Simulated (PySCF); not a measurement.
Species: C6H7ClO2.
Z-matrix (Å and degrees, GFN2-xTB geometry), rows numbered from 1:
```
C 
C   1  1.3205
Cl  2  1.7275  1  122.78
C   2  1.4995  1  124.53  3   178.53
O   4  1.4288  2  114.59  1    -0.36
C   5  1.4395  4   93.70  2  -116.23
C   6  1.5208  5  114.40  4   117.05
C   6  1.5150  5   89.73  4    -1.11
O   8  1.1895  4  136.27  2   -62.30
H   1  1.0742  2  122.16  3     0.99
H   1  1.0757  2  119.39  3   179.59
H   4  1.0968  2  110.37  1   127.51
H   6  1.0964  5  110.93  4  -116.70
H   7  1.0874  6  110.17  5   -53.84
H   7  1.0867  6  109.74  5    66.12
H   7  1.0866  6  109.28  5  -173.82
```

Level of theory: PySCF 2.14.0, density-fitted response routines, TDDFT PBE0/def2-SVPD, vertical, gas phase, core orbitals frozen in the response.

Computed states:

```csv
state,E (eV),f
S1,4.14,0.0035
S2,5.51,0.0088
S3,5.66,0.0059
S4,6.13,0.122
S5,6.48,0.0007
S6,6.66,0.033
```

Each state is given a Gaussian of 0.4 eV full width at half maximum, with ε(max) = 2.175×10⁸ f / Δν̃ (Δν̃ the width in cm⁻¹). The width is an assumption, not a result. The curve ends short of the highest state used, and states not computed would add to its high-energy end.

(1) Give the broadened spectrum and its maxima.

(2) On this curve, what absorbance would a 10⁻⁵ mol/L sample give at 266 nm over a 1 cm path?

(3) Coming from long wavelengths, where does ε first pass 100 L mol⁻¹ cm⁻¹?

Answers

(1) 
```csv
E (eV),ε (L mol⁻¹ cm⁻¹)
3.54,0
3.61,2
3.68,6
3.75,18
3.83,46
3.90,90
3.97,146
4.04,202
4.11,235
4.18,231
4.26,183
4.33,125
4.40,72
4.47,35
4.54,14
4.62,4
4.69,1
4.76,0
4.83,0
4.90,1
4.98,5
5.05,16
5.12,45
5.19,110
5.26,227
5.34,430
5.41,639
5.48,821
5.55,927
5.62,954
5.70,1012
5.77,1319
5.84,2130
5.91,3584
5.98,5496
6.06,7484
```

Maxima: 300 nm (4.14 eV), ε about 240, made up of S1 (100%) (ε in L mol⁻¹ cm⁻¹; maxima over ε = 5, shares over 10%). At its high-energy end, 6.06 eV, the curve is still rising (ε about 7500, from S4).

(2) 266 nm is 4.661 eV, where ε is about 2.1 L mol⁻¹ cm⁻¹, so A = ε c l ≈ 2.1e-05 (Beer–Lambert, with the gas-phase spectrum and the assumed width).

(3) At about 317 nm (3.92 eV), 0.22 eV below S1.

One conformer stands for the species.
